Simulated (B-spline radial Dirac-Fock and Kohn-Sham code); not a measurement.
## Cl³⁺ 2s: cross section and angular parameters

System: chlorine as Cl³⁺ in the configuration [Ne] 3s2 3p2; threshold 315.0 eV (orbital energy of the model). Level of theory: Dirac-Hartree-Slater photoionisation with a Latter tail; cross sections with all multipoles, angular parameters from the dipole term and its interference with E2; a radial finite-basis atomic code.

For linearly polarised light dσ/dΩ = σ/(4π) [1 + β P₂(cos θ) + (δ + γ cos²θ) sin θ cos φ], with θ from the polarisation vector and φ the angle between the beam and the projection of the electron momentum on the plane normal to the polarisation.

| hν (eV) | σ (kb) | β | γ |
| --- | --- | --- | --- |
| 380 | 255 | 2.000 | 0.186 |
| 401 | 238 | 2.000 | 0.131 |
| 403 | 237 | 2.000 | 0.126 |
| 600 | 130 | 2.000 | -0.042 |
| 619 | 123 | 2.000 | -0.044 |
| 733 | 91.9 | 2.000 | -0.034 |
| 803 | 78.0 | 2.000 | -0.019 |
| 1253.6 | ? | ? | ? |
| 2450 | 7.68 | 2.000 | 0.549 |
| 2510 | 7.26 | 2.000 | 0.567 |
| 3050 | 4.59 | 2.000 | 0.719 |
| 4000 | 2.37 | 2.000 | 0.956 |
| 6040 | 0.824 | 2.000 | 1.369 |
| 6930 | 0.573 | 2.000 | 1.524 |
| 8047.8 | 0.383 | 2.000 | 1.701 |
| 9870 | 0.219 | 2.000 | 1.961 |

Q: Give the values at Mg Kα (1253.6 eV).

A: σ = 33.0 kb, β = 2.000, γ = 0.140. For an s subshell δ is negligible.

Values without a named source are computed, but for edge energies of neutral atoms, which are taken from tables.
